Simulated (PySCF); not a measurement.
## Radial density of Mg⁺ (magnesium, charge +1)

HSE06, [Ne] 3d1, 2D determinant (an excited configuration). Calculation: PySCF 2.14, in aug-cc-pVQZ; the non-relativistic Hamiltonian (point nucleus).

```json
{"r (bohr)": "0.00224", "4πr²ρ (e/bohr)": "0.06508", "4πr²(ρα − ρβ)": "0.0000"}
{"r (bohr)": "0.00377", "4πr²ρ (e/bohr)": "0.1776", "4πr²(ρα − ρβ)": "0.0000"}
{"r (bohr)": "0.00633", "4πr²ρ (e/bohr)": "0.4723", "4πr²(ρα − ρβ)": "0.0000"}
{"r (bohr)": "0.0107", "4πr²ρ (e/bohr)": "1.205", "4πr²(ρα − ρβ)": "0.0000"}
{"r (bohr)": "0.0179", "4πr²ρ (e/bohr)": "2.865", "4πr²(ρα − ρβ)": "0.0000"}
{"r (bohr)": "0.0301", "4πr²ρ (e/bohr)": "6.057", "4πr²(ρα − ρβ)": "-0.0001"}
{"r (bohr)": "0.0507", "4πr²ρ (e/bohr)": "10.53", "4πr²(ρα − ρβ)": "-0.0001"}
{"r (bohr)": "0.0853", "4πr²ρ (e/bohr)": "13.31", "4πr²(ρα − ρβ)": "-0.0002"}
{"r (bohr)": "0.143", "4πr²ρ (e/bohr)": "10.61", "4πr²(ρα − ρβ)": "-0.0003"}
{"r (bohr)": "0.241", "4πr²ρ (e/bohr)": "7.327", "4πr²(ρα − ρβ)": "-0.0009"}
{"r (bohr)": "0.406", "4πr²ρ (e/bohr)": "10.28", "4πr²(ρα − ρβ)": "-0.0019"}
{"r (bohr)": "0.683", "4πr²ρ (e/bohr)": "9.338", "4πr²(ρα − ρβ)": "-0.0005"}
{"r (bohr)": "1.15", "4πr²ρ (e/bohr)": "2.754", "4πr²(ρα − ρβ)": "0.0082"}
{"r (bohr)": "1.93", "4πr²ρ (e/bohr)": "0.2259", "4πr²(ρα − ρβ)": "0.0589"}
{"r (bohr)": "3.25", "4πr²ρ (e/bohr)": "0.1837", "4πr²(ρα − ρβ)": "0.1827"}
{"r (bohr)": "5.46", "4πr²ρ (e/bohr)": "0.1842", "4πr²(ρα − ρβ)": "0.1842"}
{"r (bohr)": "9.19", "4πr²ρ (e/bohr)": "0.02301", "4πr²(ρα − ρβ)": "0.0230"}
```

The outer electron is Rydberg-like, and this basis confines it to a smaller radius and binds it less than a complete one would.
